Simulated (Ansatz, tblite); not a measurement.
Isomers of SrO$_{2}$ (singlet), found by a short tight-binding search and relaxed with PBE-D4/def2-TZVP in Ansatz.

In the def2 sets Sr takes a core potential; there is no spin–orbit coupling. The xTB rows come from tblite.

Run but left out: HF/def2-TZVPP, MP2/def2-TZVPP, CCSD/def2-TZVPP, CCSD(T)/def2-TZVPP (flagged by the program: other roots).

A: The restricted singlet is unstable towards broken spin symmetry in Hartree–Fock (as tested in another run); at LDA (SPW92)/def2-TZVP, PBE-D4/def2-TZVP, r2SCAN-D4/def2-TZVP, r2SCANh-D4/def2-TZVP and others this wasn't settled. B: It holds 1 O–O bond.

Other spin states were run for one of them alone.

A:

Cartesian coordinates in Å:
```
Sr 0.000 0.000 0.000
O 1.823 -0.531 0.421
O -1.823 0.531 -0.421
```

B:

```xyz
3

Sr    0.894   -0.959    0.074
O    -0.901    0.093    0.431
O     0.007    0.866   -0.506
```

Task: Estimate their order by electronic energy at PBE0-D4/def2-TZVP, counted from the lowest.

Result: B (0.00) < A (1.71), in eV.

Task: Do the other levels pick the same lowest one?

Result: All that were run do. Energies above each level's lowest (eV):

```
                level     A     B
             GFN1-xTB  2.90  0.00
             GFN2-xTB  3.77  0.00
LDA (SPW92)/def2-TZVP  1.42  0.00
     PBE-D4/def2-TZVP  1.19  0.00
  r2SCAN-D4/def2-TZVP  1.30  0.00
 r2SCANh-D4/def2-TZVP  1.49  0.00
    PBE0-D4/def2-TZVP  1.71  0.00
```
Point groups (tolerance 0.1 Å): A D∞h, B C2v. Lower isomers may exist.
